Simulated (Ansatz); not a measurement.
Geometry optimisation, RHF/def2-SVP (Ansatz 0.2.0).

Input file:

```yaml
crystal:
  periodic: [false, false, false]
  atoms:
    - { symbol: Al, position_ang: [0.100397, 0.414926, -0.390992] }
    - { symbol: O, position_ang: [-0.172663, 0.175276, 2.555809] }
    - { symbol: H, position_ang: [-1.104354, 0.112304, 2.710799] }
    - { symbol: O, position_ang: [1.516154, -0.203867, -1.058492] }
    - { symbol: H, position_ang: [1.717843, -0.966184, -1.57035] }
    - { symbol: O, position_ang: [-1.434521, -0.232863, -0.648207] }
    - { symbol: H, position_ang: [-1.745842, -1.042657, -1.007215] }
    - { symbol: H, position_ang: [0.195513, 1.732024, 0.443312] }
    - { symbol: H, position_ang: [-0.043826, 1.059741, 2.174837] }
basis:
  gaussian: { orbitals: def2-SVP }
hamiltonian:
  xc: hf
relax:
  f_tol: 0.03
  max_steps: 50
```

Command:

```bash
$ ansatz run input.yaml --threads 1 --pin off --max-ram 2048MiB --backend cpu --events-out ev --progress --plain --runs-dir out
```

**Question.** Where does it end, and by what steps?

**Answer.** It converged. The force dipped under the threshold on the way, but the program's further checks kept it going. After 18 steps the energy has fallen by 0.801 eV; H3 moved furthest, 0.87 Å. Joined: Al1–O2 (2.97 → 2.00 Å).

```
step  energy less start (eV)  largest force component (eV/Å)  accepted
   0                  0.0000                           1.190       yes
   1                 -0.0049                           3.618       yes
   2                 -0.0617                           3.984       yes
   3                 -0.3710                           2.488       yes
   4                 -0.6533                           0.401       yes
   5                 -0.6634                           0.862       yes
   6                 -0.7273                           0.199       yes
   7                 -0.7452                           0.219       yes
   8                 -0.7648                           0.252       yes
   9                 -0.7779                           0.321       yes
  10                 -0.7815                           0.321       yes
  11                 -0.7933                           0.278       yes
  12                 -0.7985                           0.057       yes
  13                 -0.7981                           0.143        no
  14                 -0.7991                           0.036       yes
  15                 -0.7990                           0.057        no
  16                 -0.7993                           0.020       yes
  17                 -0.7999                           0.201       yes
  18                 -0.8008                           0.018       yes
```

```xyz
9
Properties=species:S:1:pos:R:3
Al 0.033 0.514 -0.122
O -0.004 0.148 1.846
H -0.838 -0.293 1.985
O 1.457 -0.168 -0.762
H 1.679 -1.069 -0.908
O -1.446 -0.381 -0.203
H -1.927 -0.663 -0.960
H -0.002 2.095 -0.127
H 0.078 0.865 2.461
```

Whether the end is a true minimum wasn't checked by a vibrational analysis.

Run time: 21 s on 1 thread of Arm Neoverse V2, with other jobs on the host, peak memory 0.13 GiB.
